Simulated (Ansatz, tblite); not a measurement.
Removing and adding an electron: `Cc1cc(-c2sc(-c3sc(C#C[Si](C)(C)C)cc3C)cc2C)sc1C#C[Si](C)(C)C`. Charge 0, multiplicity 1. Geometry: r2SCAN-D4/def2-SVP. Ansatz, gas phase; energy differences of separate SCF runs; the oxidised species was run as a doublet alone; the reduced species was run as a doublet alone.

```xyz
60

C    -1.163    2.154    4.421
C    -0.844    0.831    3.800
C    -0.634    0.622    2.418
C    -0.350   -0.695    2.065
C    -0.065   -1.202    0.748
S     0.230   -0.058   -0.540
C     0.444   -1.321   -1.722
C     0.717   -0.995   -3.099
S     0.250    0.560   -3.732
C     0.915    0.196   -5.304
C     0.859    1.135   -6.345
C     0.805    1.964   -7.254
Si    0.725    3.198   -8.619
C     2.461    3.826   -8.971
C     0.018    2.356  -10.143
C    -0.385    4.610   -8.070
C     1.454   -1.086   -5.311
C     1.353   -1.771   -4.077
C     1.902   -3.148   -3.858
C     0.313   -2.564   -1.113
C     0.030   -2.516    0.274
C    -0.162   -3.747    1.107
S    -0.344   -1.707    3.487
C    -0.718   -0.355    4.531
C    -0.859   -0.543    5.914
C    -0.970   -0.708    7.130
Si   -1.138   -0.945    8.947
C    -2.195   -2.467    9.258
C     0.571   -1.178    9.692
C    -1.961    0.585    9.663
H    -2.007    2.639    3.905
H    -0.302    2.840    4.351
H    -1.421    2.040    5.483
H    -0.699    1.424    1.677
H     2.448    4.565   -9.791
H     2.896    4.312   -8.083
H     3.131    3.003   -9.267
H    -0.996    1.969   -9.949
H     0.647    1.508  -10.457
H    -0.043    3.063  -10.986
H    -1.401    4.253   -7.841
H     0.012    5.100   -7.167
H    -0.463    5.373   -8.863
H     1.926   -1.506   -6.201
H     2.637   -3.398   -4.636
H     1.110   -3.916   -3.896
H     2.393   -3.233   -2.876
H     0.373   -3.503   -1.665
H    -1.096   -3.707    1.689
H     0.660   -3.886    1.829
H    -0.198   -4.640    0.468
H    -2.312   -2.645   10.341
H    -1.739   -3.366    8.814
H    -3.200   -2.350    8.822
H     1.208   -0.299    9.507
H     1.076   -2.057    9.261
H     0.505   -1.327   10.783
H    -2.081    0.486   10.755
H    -1.361    1.488    9.469
H    -2.960    0.742    9.226
```

The xTB rows come from tblite. Single mean-field runs in def2-SVP are fitted with def2-universal-jkfit.

| level | −HOMO (eV) | vertical IE (eV) | −LUMO (eV) | vertical EA (eV) | HOMO–LUMO gap (eV) | IE − EA (eV) |
| --- | --- | --- | --- | --- | --- | --- |
| GFN2-xTB | 9.48 | 11.04 | 7.71 | 6.12 | 1.77 | 4.92 |
| PBE0-D4/def2-SVP | 5.38 | 6.45 | 2.10 | 1.10 | 3.28 | 5.35 |

Task: Estimate the rows for GFN1-xTB, PBE-D4/def2-SVP.

Result: 
| level | −HOMO (eV) | vertical IE (eV) | −LUMO (eV) | vertical EA (eV) | HOMO–LUMO gap (eV) | IE − EA (eV) | remarks |
| --- | --- | --- | --- | --- | --- | --- | --- |
| GFN1-xTB | 10.32 | 11.87 | 8.52 | 6.94 | 1.80 | 4.92 | – |
| PBE-D4/def2-SVP | 4.57 | 6.16 | 2.62 | 1.12 | 1.95 | 5.04 | HOMO above zero (-1 doublet) |

   A HOMO above zero means that the electron is unbound at that level or that self-interaction error raises the level; the energy of removing that electron tells which. Raw xTB energy differences between charge states are shifted by several eV; the methods need an empirical correction for them. Sets without diffuse functions give affinities that are too small.
